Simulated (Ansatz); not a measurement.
`C=C(F)[NH][SnH3]` and `C=[C](F)[GaH2]` differ in one atom or group.

Ansatz, PBE0-D4/def2-TZVP geometries, multiplicity 1. Each molecule was computed in one conformer, which needn't be the lowest.

Elements past krypton have def2 core potentials. Scalar relativity is left out up to krypton.

```tsv
property	`C=C(F)[NH][SnH3]`
HOMO–LUMO gap (PBE/def2-TZVPP) / eV	3.70
LUMO energy (PBE0/def2-TZVPP) / eV	-0.31
LUMO energy (PBE/def2-TZVPP) / eV	-1.07
size of the dipole moment (B3LYP/def2-TZVPP) / D	2.41
HOMO–LUMO gap (B3LYP/def2-TZVPP) / eV	5.16
LUMO energy (B3LYP/def2-TZVPP) / eV	-0.56
```

(1) Give the same properties after the change, and the shifts. (Best estimate.)

Results:

(1) Ansatz gave: 
```
                                        property  `C=[C](F)[GaH2]`  shift
             HOMO–LUMO gap (PBE/def2-TZVPP) / eV              3.82   0.12
              LUMO energy (PBE0/def2-TZVPP) / eV             -1.99  -1.68
               LUMO energy (PBE/def2-TZVPP) / eV             -2.80  -1.73
size of the dipole moment (B3LYP/def2-TZVPP) / D              1.26  -1.15
           HOMO–LUMO gap (B3LYP/def2-TZVPP) / eV              5.31   0.15
             LUMO energy (B3LYP/def2-TZVPP) / eV             -2.26  -1.70
```

With PBE0 the HOMO falls by 1.87 eV and the LUMO falls by 1.68 eV, so the gap widens by about 0.19 eV. PBE moves the HOMO by -1.85 eV and ωB97M-V by -1.92 eV. Dipoles are sizes alone; their direction can turn.

B3LYP here is the variant with VWN-RPA as its local correlation; programs differ in this.
